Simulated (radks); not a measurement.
The numbers below are computed, except where a source is named.
Isoelectronic series with 16 electrons, all held in the configuration [Ne] 3s2 3p4, which need not be the ground one along the series. Level of theory: scalar-relativistic Kohn-Sham, PBE, spin-polarised, spherical densities, point nucleus; open shells are filled with parallel spins first (a radial shooting solver on a logarithmic mesh with Libxc functionals). Total energies (hartree) and orbital eigenvalues (eV):

| ion | E (hartree) | 3p down | 3p up | 3s down | 3s up |
|---|---|---|---|---|---|
| S | -399.07715 | -5.9771 | -7.6893 | -16.1278 | -18.0013 |
| Cl+ | -460.96189 | -18.1849 | -20.2960 | -30.7685 | -33.0282 |
| Ar2+ | -527.63187 | -33.9824 | -36.4684 | -49.0310 | -51.6608 |
| K3+ | -599.08322 | -53.1490 | -55.9958 | -70.6880 | -73.6753 |
| Ca4+ | -675.31841 | -75.5774 | -78.7761 | -95.6329 | -98.9685 |
| Sc5+ | -756.34348 | -101.2062 | -104.7507 | -123.8073 | -127.4845 |
| Ti6+ | -842.16683 | -129.9978 | -133.8835 | -155.1770 | -159.1908 |
| V7+ | -932.79866 | -161.9275 | -166.1515 | -189.7220 | -194.0685 |
| Cr8+ | -1028.25056 | -196.9796 | -201.5393 | -227.4307 | -232.1069 |
| Mn9+ | -1128.53537 | -235.1435 | -240.0372 | -268.2978 | -273.3012 |
| Fe10+ | -1233.66698 | -276.4126 | -281.6388 | -312.3217 | -317.6505 |
| Co11+ | -1343.66031 | -320.7831 | -326.3408 | -359.5041 | -365.1569 |
| Ni12+ | -1458.53124 | -368.2532 | -374.1415 | -409.8491 | -415.8247 |
| Cu13+ | -1578.29656 | -418.8228 | -425.0412 | -463.3626 | -469.6602 |
